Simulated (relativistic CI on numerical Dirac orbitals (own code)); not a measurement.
## d1 to d9 in one tetrahedral field

Computed with a parametric ligand-field model without spin-orbit coupling, by exact diagonalisation: B = 650, C = 2480, 10Dq = -5700 cm⁻¹ (Td; |10Dq|/B = 8.8) for every shell. Energies in cm⁻¹; the field energy is (0.6 n_e − 0.4 n_t2) × 10Dq of the ground term; g labels are left out.

```
Shell  Ground term  Electrons in e  Field energy  First spin-allowed bands  Lowest term of other spin
   d1           2E           1.000         -3420                  2T2 5700                           
   d2          3A2           2.000         -6840        3T2 5700, 3T1 9524                    1E 9753
   d3          4T1           1.914         -4072       4T2 4944, 4A2 10644                    2E 6352
   d4          5T2           2.000         -2280                   5E 5700                   3T1 8358
   d5          6A1           2.000             0                      none                  4T1 14838
   d6           5E           3.000         -3420                  5T2 5700                   3T1 8842
   d7          4A2           4.000         -6840        4T2 5700, 4T1 9524                   2E 11696
   d8          3T1           3.914         -4072       3T2 4944, 3A2 10644                   1T2 9195
   d9          2T2           4.000         -2280                   2E 5700
```

Every shell keeps the spin of the free ion. Tetrahedral fields of 3d complexes are almost always too weak to pair spins. High-spin d^(n+5) repeats the spin-allowed bands of d^n, since the half-filled shell is spherical.
